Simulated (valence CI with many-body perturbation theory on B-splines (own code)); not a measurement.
# Zr XVIII: E2, M1 decay

Computed by configuration interaction combined with many-body perturbation theory (CI+MBPT): five valence electrons over a frozen Dirac-Fock core [Ar], a basis of 7 s, 7 p, 8 d, 6 f, 4 g, 1 h functions for each j, with the one-electron correlation potential Σ1, the two-electron term Σ2, the three-electron term Σ3, Breit, model QED; selected CI, second order for the rest (own B-spline code, finite nucleus).

No measured levels were compared; by estimate terms of the open shell hold to 2 to 4 % of their energy, and close levels can change places. Core correlation moves these levels by up to 11000 cm⁻¹, and in measured spectra 5 to 20 % of such shifts remained as error; rates that hang on mixing are uncertain with them. Only levels of the ground parity were solved; by the run's estimate the other parity begins above the list, which can be wrong where configurations are misplaced.

Lines 1 to 50 of 120 in falling wavelength, among levels below 41.169 eV, chosen from the decays that carry over 1 % of a level's rate. Wavelengths and rates use the calculated energies, so an error of 3000 cm⁻¹ moves a line at 8635 Å by 26 % and its rate by three times that or more. Electric multipoles are in the length gauge, E1 and E2 with the static RPA response of the core. Weak lines are less certain than strong ones. Lines between different terms over intervals too small for the method are left out, as are lines whose strength nearly cancels. Intervals below about 3000 cm⁻¹, as at the head of this list, are uncertain by tens of per cent. Branching is blank where the lifetime is uncertain.

Names give the largest LS component (configuration and term), which can be under half, so a name can repeat, a term be missing and a line seem to break the LS rules; names also repeat where a configuration has a term twice. Letters in brackets count levels of one name in rising energy.

```tsv
λ vac (Å)	Upper	Lower	Type	A (s⁻¹)	Branch %
2.255e+05	3d5 4G_11/2	3d5 4G_7/2	E2	6.40e-14	
51270	3d5 4G_9/2	3d5 4G_11/2	M1	2.45e-01	30.6
41770	3d5 4G_9/2	3d5 4G_7/2	M1	5.54e-01	69.3
16800	3d5 4P_1/2	3d5 4P_3/2	M1	1.05e+01	100.0
16670	3d5 2I_13/2	3d5 2I_11/2	M1	2.25e+00	19.3
15210	3d5 4G_7/2	3d5 4G_5/2 [a]	M1	7.54e+00	81.8
12460	3d5 4D_5/2	3d5 4D_7/2	M1	8.61e+00	1.6
11770	3d5 2F_7/2 [c]	3d5 2F_5/2 [b]	M1	5.60e+00	1.3
10380	3d5 4G_5/2 [b]	3d5 4G_5/2 [a]	M1	3.47e+01	4.9
9553	3d5 4F_3/2	3d5 4F_5/2	M1	3.56e+01	6.2
8635	3d5 4F_5/2	3d5 2F_7/2 [a]	M1	4.17e+01	12.1
8399	3d5 4P_3/2	3d5 4G_5/2 [a]	M1	1.83e+01	2.4
8097	3d5 2G_9/2 [a]	3d5 2G_7/2 [a]	M1	8.68e+00	1.9
7893	3d5 4F_5/2	3d5 2D_3/2 [a]	M1	2.22e+01	6.4
6835	3d5 2H_11/2	3d5 2H_9/2	M1	1.80e+01	
6668	3d5 2H_9/2	3d5 4F_9/2	M1	4.32e+01	5.8
6017	3d5 2F_7/2 [b]	3d5 4F_9/2	M1	2.12e+01	2.1
5825	3d5 4D_7/2	3d5 4G_5/2 [b]	M1	5.09e+01	39.2
5708	3d5 4D_1/2	3d5 4P_1/2	M1	1.34e+02	63.5
5678	3d5 2H_9/2	3d5 2F_7/2 [a]	M1	1.23e+01	1.7
5608	3d5 4D_7/2	3d5 4G_9/2	M1	1.77e+01	13.7
5200	3d5 2F_7/2 [b]	3d5 2F_7/2 [a]	M1	1.22e+01	1.2
5158	3d5 2G_9/2 [a]	3d5 2F_7/2 [b]	M1	2.61e+01	5.8
4944	3d5 4D_7/2	3d5 4G_7/2	M1	3.09e+01	23.8
4760	3d5 2G_9/2 [a]	3d5 2H_9/2	M1	1.15e+02	25.6
4720	3d5 2F_5/2 [a]	3d5 4D_5/2	M1	2.50e+01	1.5
4459	3d5 2F_7/2 [b]	3d5 2F_5/2 [a]	M1	8.70e+01	8.5
4394	3d5 2F_7/2 [c]	3d5 2H_9/2	M1	3.45e+01	8.3
4363	3d5 4D_5/2	3d5 4P_3/2	M1	2.44e+01	4.5
4322	3d5 4F_3/2	3d5 2D_3/2 [a]	M1	5.05e+01	8.8
4260	3d5 4D_1/2	3d5 4P_3/2	M1	7.69e+01	36.5
4227	3d5 2G_7/2 [a]	3d5 4F_9/2	M1	5.70e+01	19.7
4101	3d5 2F_7/2 [a]	3d5 4D_5/2	M1	1.19e+01	6.6
3969	3d5 4D_5/2	3d5 4G_5/2 [b]	M1	7.55e+00	1.4
3807	3d5 2G_7/2 [a]	3d5 2F_7/2 [a]	M1	5.90e+01	20.4
3788	3d5 4D_3/2	3d5 4P_3/2	M1	1.22e+02	21.3
3731	3d5 4D_7/2	3d5 4G_5/2 [a]	M1	7.79e+00	6.0
3540	3d5 4D_5/2	3d5 4G_7/2	M1	3.83e+01	7.1
3488	3d5 4D_3/2	3d5 4G_5/2 [b]	M1	1.83e+01	3.2
3473	3d5 2F_7/2 [c]	3d5 4F_5/2	M1	8.27e+01	19.8
3423	3d5 2F_5/2 [a]	3d5 4D_7/2	M1	4.76e+01	2.9
3394	3d5 2G_7/2 [a]	3d5 2F_5/2 [a]	M1	1.02e+01	3.5
3375	3d5 2H_11/2	3d5 4F_9/2	M1	3.51e+01	
3213	3d5 2H_9/2	3d5 2I_11/2	M1	3.58e+01	4.8
3137	3d5 2F_5/2 [b]	3d5 2F_7/2 [a]	M1	1.44e+01	1.9
3078	3d5 4F_5/2	3d5 4D_3/2	M1	1.52e+01	4.4
3034	3d5 2F_5/2 [b]	3d5 2D_3/2 [a]	M1	1.38e+02	17.9
2871	3d5 4D_5/2	3d5 4G_5/2 [a]	M1	2.46e+01	4.6
2855	3d5 4F_9/2	3d5 4D_7/2	M1	5.41e+01	25.2
2851	3d5 2F_5/2 [b]	3d5 2F_5/2 [a]	M1	2.05e+02	26.6
```
